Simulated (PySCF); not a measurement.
BH3N, SMILES B[NH] (connectivity only; charge and spin as stated), charge -1, multiplicity 1.

Coordinates come from a PBE0-D3(BJ)/def2-TZVPD optimisation. The spin state was assumed, not searched. The isomer is the one that the SMILES or the coordinates give; other isomers of the formula were not compared.

Computed with HF/def2-TZVPD (PySCF).

Symmetry labels are those of the subgroup Cs that the program uses (full group Cs).

Task: List the valence orbital energies around the gap with their symmetry. (An estimate is asked for; the answer gives what the named calculation found.)

Result: 
| orbital | symmetry | energy (eV) |
|---|---|---|
| HOMO−7 | A' | -415.23 |
| HOMO−6 | A' | -199.55 |
| HOMO−5 | A' | -22.45 |
| HOMO−4 | A' | -11.45 |
| HOMO−3 | A' | -8.78 |
| HOMO−2 | A' | -6.65 |
| HOMO−1 | A' | -3.81 |
| HOMO | A" | -3.45 |
| LUMO | A' | 5.07 |
| LUMO+1 | A' | 7.30 |
| LUMO+2 | A' | 8.16 |
| LUMO+3 | A" | 8.20 |
